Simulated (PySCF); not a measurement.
An unknown is described by computed data only.

Formula: CBCl2N.

* Rotational structure: rotational constants A, B, C: 3.152, 2.808, 1.485 GHz [PBE0-D3(BJ)/def2-SVP]
* UV, strongest line: among the 10 lowest singlet transitions: S5 at 6.53 eV (190 nm, f = 0.140) [TDDFT wB97X-D/def2-SVPD]
* Triplet: lowest triplet excitation (Tamm–Dancoff): 4.99 eV [TDA wB97X-D/def2-SVPD]
* Polarisability: 55.9 au [wB97X-D/def2-SVPD]
* 13C NMR: chemical shifts (computed TMS as zero) by class: 124.0 (1 C) ppm [GIAO B3LYP/pcSseg-1]
* UV, first state: lowest singlet excitation: 5.26 eV (236 nm, f = 0.000) [TDDFT wB97X-D/def2-SVPD]
* XPS: B1s 199.8, Cl2p3/2 207.5 (×2), C1s 292.8, N1s 406.1, Cl1s 2830.1 (×2) eV [ΔSCF SCAN, pcX-2 on the ionised atom, pcseg-1 elsewhere, spin-free X2C, 2p3/2 from a spin–orbit splitting computed afterwards within the 2p shell]
* Dipole: 2.42 D [wB97X-D/def2-SVPD]
* NMR, other nuclei: isotropic shieldings of nuclei other than C and H, by class: 54 (1 B), -112 (1 N), 611 (2 Cl) ppm [GIAO B3LYP/pcSseg-1]

The electronic properties come from PySCF, for the isolated species, density fitting. Levels stand in brackets. Geometry: PBE0-D3(BJ)/def2-SVP; no solvent, vibrations or thermal averaging. NMR classes are plain means over equivalent atoms (diastereotopic ones count apart unless rotation or inversion swaps them), as if these changed places fast.

Task: What is the compound? Reason from the data.

Result: The one carbon: carbon bonded to B and N (124.0 ppm). The other shieldings belong to: 54 ppm, boron bonded to C and 2 Cl; -112 ppm, nitrogen bonded to C; 611 ppm, chlorine bonded to B. The core levels belong to: B1s 199.8 eV, boron bonded to C and 2 Cl; Cl2p3/2 207.5 eV, chlorine bonded to B; C1s 292.8 eV, carbon bonded to B and N; N1s 406.1 eV, nitrogen bonded to C; Cl1s 2830.1 eV, chlorine bonded to B. The hole state at 292.8 eV has ⟨S²⟩ = 0.83 against 0.75, so that value is less sure. The hole state at 406.1 eV has ⟨S²⟩ = 0.83 against 0.75, so that value is less sure. The optimised geometry has point group C2v and is an asymmetric top. Structure: BCl2(CN), `N#CB(Cl)Cl`. The assignments are read from this structure; whether some other isomer fits the data as well wasn't checked.
